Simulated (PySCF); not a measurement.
# Worked example: oscillator strength and radiative lifetime

CH3AlF2, SMILES [CH3][Al]([F])[F].

Geometry optimised at B3LYP-D3(BJ)/def2-SVP. The isomer is the one that the SMILES or the coordinates give; other isomers of the formula were not compared.

TDA-PBE/def2-SVPD (PySCF) puts the first singlet state with f over 0.02 at 6.96 eV (vertical), with the transition dipole (-0.840, -0.676, -0.021) in atomic units.

Find the oscillator strength, the wavelength and the radiative lifetime that this transition would have in vacuum if emission retraced absorption.


|μ|² = 1.1630 au, so |μ| = 2.74 D. ΔE = 6.96/27.211 = 0.2558 hartree. f = (2/3) ΔE |μ|² = 0.198 (the program prints 0.198).
λ = 1239.84/6.96 = 178 nm; ν = 56136 cm⁻¹.
Einstein's coefficient A = 0.6670 ν² f s⁻¹ (ν in cm⁻¹) = 4.2e8 s⁻¹, so τ = 1/A = 2.4 ns. This state is S1. The figure is the radiative limit of this one transition; relaxation, internal conversion, crossing to triplets and a medium change what is measured.
